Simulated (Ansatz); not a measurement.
**An elementary step**

Start structure (BNH$_{5}$ClO$_{2}$, singlet), relaxed at PBE0-D4/def2-TZVP:

B1  (-0.420, -0.435, -0.397)
N2  (0.619, 0.691, -0.318)
O3  (-0.866, -0.983, 0.723)
O4  (-0.791, -0.771, -1.654)
H5  (0.820, 0.852, 0.784)
Cl6  (0.766, 0.698, 2.527)
H7  (1.483, 0.446, -0.795)
H8  (0.279, 1.553, -0.737)
H9  (-0.449, -0.573, 1.537)
H10  (-1.442, -1.479, -1.669)
(Å)

The step: BNH₅O₂ ([NH3][B]([OH])[OH]) + Cl → BNH₅ClO₂ ([NH3][B]([OH])([OH])[Cl]); bonds formed: B1–Cl6. Program: Ansatz 0.2.0. Basis: def2-TZVPP and def2-QZVPP. Cores are frozen in the correlated methods. Extrapolation: Hartree–Fock as exp(−7.88 √X), correlation as X^−2.97. Energies below are by CCSD(T) at an estimated basis limit (MP2 extrapolated from triple and quadruple zeta, plus CCSD(T) − MP2 in triple zeta).

(1) What are the electronic barrier and the energy of the step, from the start structure to the end structure? (To be estimated.)

T1 diagnostic: at most 0.013.

Results:

(1) The calculation gives: Barrier 7.85 kcal/mol; step energy -6.93 kcal/mol (downhill); reverse barrier, their difference, 14.78 kcal/mol. Barrier and step energy count from the start structure, the reverse barrier from the end structure.

The saddle point: One imaginary mode of 217i cm⁻¹.
```tsv
pair	start (Å)	saddle (Å)	end (Å)
B1–Cl6	3.35	2.66	1.91
```

Zero-point energy (harmonic, PBE0-D4): ZPE is 45.81 kcal/mol at the start and 45.85 kcal/mol at the saddle, so the barrier goes from 7.85 to 7.89 kcal/mol.

Labels in which every atom is bracketed show which atoms are joined, not bond orders.

For scale, one of the runs: CCSD(T)/def2-TZVPP, 236 basis functions, launched by `ansatz run in.yaml --threads 4 --pin off --events-out ev --progress --plain --max-ram 9574MiB`. Hardware: 4 CPU threads of an Intel Xeon, shared host. Wall time 2.7 min; peak host memory 4.6 GiB.
